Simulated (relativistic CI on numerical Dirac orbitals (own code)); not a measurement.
# d1 to d9 in one octahedral field

Computed with a parametric ligand-field model without spin-orbit coupling, by exact diagonalisation: B = 890, C = 4250, 10Dq = 13300 cm⁻¹ (Oh; |10Dq|/B = 14.9) for every shell. Energies in cm⁻¹; the field energy is (0.6 n_e − 0.4 n_t2) × 10Dq of the ground term; g labels are left out.

| Shell | Ground term | Electrons in e | Field energy | First spin-allowed bands | Lowest term of other spin |
| --- | --- | --- | --- | --- | --- |
| d1 | 2T2 | 0.000 | -5320 | 2E 13300 |  |
| d2 | 3T1 | 0.053 | -9935 | 3T2 11893, 3T1 23836 | 1T2 14380 |
| d3 | 4A2 | 0.000 | -15960 | 4T2 13300, 4T1 20666 | 2E 18990 |
| d4 | 5E | 1.000 | -7980 | 5T2 13300 | 3T1 11051 |
| d5 | 6A1 | 2.000 | 0 | none | 4T1 20055 |
| d6 | 5T2 | 2.000 | -5320 | 5E 13300 | 1A1 8459 |
| d7 | 4T1 | 2.053 | -9935 | 4T2 11893, 4T1 23836 | 2E 6283 |
| d8 | 3A2 | 2.000 | -15960 | 3T2 13300, 3T1 20666 | 1E 15278 |
| d9 | 2E | 3.000 | -7980 | 2T2 13300 |  |

Every shell keeps the spin of the free ion. Only d4 to d7 can choose; the field needed to pair spins is smallest for d6 and largest for d5, which loses most exchange energy. In the strong-field picture 10Dq must exceed about 6B + 5C = 26590 (d4), 7.5B + 5C = 27925 (d5), 2.5B + 4C = 19225 (d6) and 4B + 4C = 20560 (d7); mixing of terms shifts these bounds somewhat. High-spin d^(n+5) repeats the spin-allowed bands of d^n, since the half-filled shell is spherical.
